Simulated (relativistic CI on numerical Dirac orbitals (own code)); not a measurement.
**Spin-allowed bands of a d3 ion in a tetrahedral site, by hand**

Problem. Take Δ = 5260 cm⁻¹ and B = 720 cm⁻¹ for a d3 ion in a tetrahedral site. Calculate the three spin-allowed bands.

Working.
1. The terms of highest spin are 4F (energy 0) and 4P (15B = 10800 cm⁻¹). Here the F term splits into A2 at +1.2Δ = 6312, T2 at +0.2Δ = 1052 and T1 at −0.6Δ = -3156 cm⁻¹.
2. The two T1 states mix through the element 0.4Δ: H = [[-3156, 2104], [2104, 10800]], with roots ½(H₁₁ + H₂₂) ∓ ½√[(H₂₂ − H₁₁)² + 4H₁₂²] = ½(7644) ∓ ½(14577) = -3466 and 11110 cm⁻¹.
3. The ground term is 4T1 at -3466 cm⁻¹.
4. Bands: 4T2 4518 cm⁻¹ (2213 nm), 4A2 9778 cm⁻¹ (1023 nm), 4T1(P) 14577 cm⁻¹ (686 nm).

Check. Exact diagonalisation of the whole d3 shell with these parameters gives 4T2 4518, 4A2 9778, 4T1 14577 cm⁻¹. The match is exact, since without spin-orbit coupling no other term has this spin. The ratio of the second band to the first, 2.164, depends on Δ/B = 7.3 alone, which is how a Tanabe-Sugano diagram is read.
